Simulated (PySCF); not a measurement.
**Ionisation energy of Pt⁺ by level of theory**

Pt⁺ [Xe] 4f14 5d9 (2D) → Pt²⁺ [Xe] 4f14 5d8 (3F), as a difference of total energies. Calculation: PySCF 2.14, in aug-cc-pVQZ-PP with ECP60MDF (7s7p6d4f3g2h, 135 functions); a scalar-relativistic core potential. Correlated levels: valence: 5s2 5p6 frozen. The calculations carry no spin-orbit coupling.

```tsv
method	ionisation energy (eV)
UHF	16.864
LDA	19.552
PBE	19.116
PBE0	18.829
TPSS	18.766
TPSSh	18.681
BLYP	19.040
MP2 (valence)	18.826
SCS-MP2 (valence)	18.718
```

How much does correlation contribute at MP2 (valence)?

18.826 − (16.864) = 1.962 eV, measured against UHF.

The reference lies between the lowest fine-structure levels, while these numbers refer to the centres of the terms.

For comparison: 18.56 ± 0.12 eV (measured; NIST Atomic Spectra Database, ionization energies).
